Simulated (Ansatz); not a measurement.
```xyz
3

Co    0.0000    0.0000    0.0000
Si    0.0000    3.2782    1.1932
P     0.0000   -3.2229    1.1730
```

Basis set: pcseg-2 (spherical functions). Charge 0, multiplicity 1.

Computed with Ansatz (development build ahead of 0.2.0); each method stands on the lowest determinant of its kind that the runs found. Restricted functionals stand beside restricted open-shell atoms, which can lie above the unrestricted atoms usual in DFT and then raise those values.

The atomization energy at this shape (free ground-state atoms in the same class of orbitals less the molecule, no zero-point energy) of singlet CoSiP:

```csv
method,atomization energy
PBE (restricted),-33.19 kcal/mol
```

(1) What does PBE (unrestricted) give?

Answers

(1) 27.69 kcal/mol. Caution: other spin multiplicities were not run; the shape is not the minimum. Caution for PBE (unrestricted): the unrestricted determinant is a mixture of spin states. Caution for PBE (restricted): an unrestricted determinant lies well below; the molecule lies well above its atoms at this level.
